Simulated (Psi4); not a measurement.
hydrogen fluoride (hydrogen fluoride), singlet, at a GFN2-xTB geometry. Base run: Psi4 with CCSD(T)/STO-3G.

Here is a job for Psi4.
```
memory 2 GB

molecule mol {
0 1
  F    -0.000000   -0.000000   -0.093252
  H     0.000000    0.000000    0.839265
}

set basis sto-3g
set reference rhf

energy('ccsd(t)')
print_variables()
```

The base run was repeated with changes; each row names its change, and settings that it needs were set with it.

```
change                          ΔE vs base (kcal/mol)  MP2 correlation (Eh)  CC correlation without the perturbative part (Eh)  basis functions                outcome
------------------------------  ---------------------  --------------------  -------------------------------------------------  ---------------  ---------------------
base                                            0.000              -0.01803                                           -0.02705                6              converged
method = dlpno-mp2                                  -                     -                                                  -                6  stopped with an error
method = ccsd                                   0.000              -0.01803                                           -0.02705                6              converged
cc_type = df                                        -                     -                                                  -                6  stopped with an error
freeze_core = on                                0.013              -0.01800                                           -0.02702                6              converged
method = qcisd(t)                                   -                     -                                                  -                6  stopped with an error
method = mp2                                     5.60              -0.01802                                                  -                6              converged
scf_type = pk; mp2_type = conv                  0.000              -0.01803                                           -0.02705                6              converged
puream = on                                     0.000              -0.01803                                           -0.02705                6              converged
method = scs-mp2                                 3.39              -0.01803                                                  -                6              converged
```

- method = dlpno-mp2: ended with `Fatal Error: Maximum DLPNO iterations exceeded.`
- cc_type = df: ended with `Fatal Error: ndocc must be less than nvirt`
- method = qcisd(t): ended with `Fatal Error: ndocc must be less than nvirt`
